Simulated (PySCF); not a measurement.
Mg(Me) (CH3Mg), SMILES [CH3][Mg], multiplicity 2. Geometry: r2SCAN-D4/def2-TZVP. The spin state was assumed, not searched. The isomer is the one that the SMILES or the coordinates give; other isomers of the formula were not compared.

Q: Give the equilibrium geometry at r2SCAN-D4/def2-TZVP (PySCF confirms it by a frequency run) as Cartesian coordinates in Å, and its point group. (An estimate is asked for; the answer gives what the named calculation found.)

A: point group C3v.
```xyz
5

Mg     0.0000     0.0000    -0.9636
C      0.0000     0.0000     1.1547
H      0.8855     0.5113     1.5450
H      0.0000    -1.0225     1.5450
H     -0.8855     0.5113     1.5450
```
Charge 0, spin multiplicity 2.
